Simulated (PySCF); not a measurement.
Stepwise substitution at one centre (Al OH-I). All species are isolated molecules in the gas phase. One relaxed conformer stands for each flexible species; it need not be the lowest. Strings in code marks are SMILES.

The HOMO from two functionals at the same geometries (B3LYP-D3(BJ)/def2-TZVP), both in PySCF: PBE-D3(BJ)/def2-TZVP and B3LYP-D3(BJ)/def2-TZVP. B3LYP has the VWN-RPA correlation part, as in Gaussian. 

```csv
species,PBE-D3(BJ)/def2-TZVP (eV)
0 of 3 OH replaced by I,-7.28
1 of 3 OH replaced by I,-6.74
2 of 3 OH replaced by I,-6.66
3 of 3 OH replaced by I (`[I][Al]([I])[I]`),-6.62
```

Question: What does B3LYP-D3(BJ)/def2-TZVP give for each?

Answer: 
- 0 of 3 OH replaced by I: -8.73
- 1 of 3 OH replaced by I: -7.66
- 2 of 3 OH replaced by I: -7.52
- 3 of 3 OH replaced by I (`[I][Al]([I])[I]`): -7.47
Over these rows, drawn at random from the members with no instability flagged (it was tested for open shells, ions and some series alone), PBE minus B3LYP-D3(BJ): mean +1.02 eV, from +0.85 eV to +1.45 eV.
